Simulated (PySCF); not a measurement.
Si(H)(F)(vinyl)2 (C₄H₇FSi), SMILES C=C[SiH](C=C)F. The structure is a stationary point at PBE0-D3(BJ)/def2-SVP. Other conformers were not sampled.

Computed equilibrium geometry at PBE0-D3(BJ)/def2-SVP (PySCF confirms it by a frequency run) as Cartesian coordinates in Å (one conformer of several):
```xyz
13

Si    -0.2386     0.0536     0.3822
F      0.5409     1.4132     0.8464
C     -1.0231     0.4559    -1.2540
C     -0.8949     1.6578    -1.8284
C      0.9683    -1.3536     0.2594
C      0.8752    -2.4422     1.0328
H     -1.2409    -0.2780     1.4359
H     -1.6033    -0.3184    -1.7736
H     -1.3486     1.8934    -2.7976
H     -0.3258     2.4601    -1.3464
H      1.7729    -1.3075    -0.4863
H      1.5715    -3.2841     0.9464
H      0.0929    -2.5425     1.7945
```
Charge 0, spin multiplicity 1.
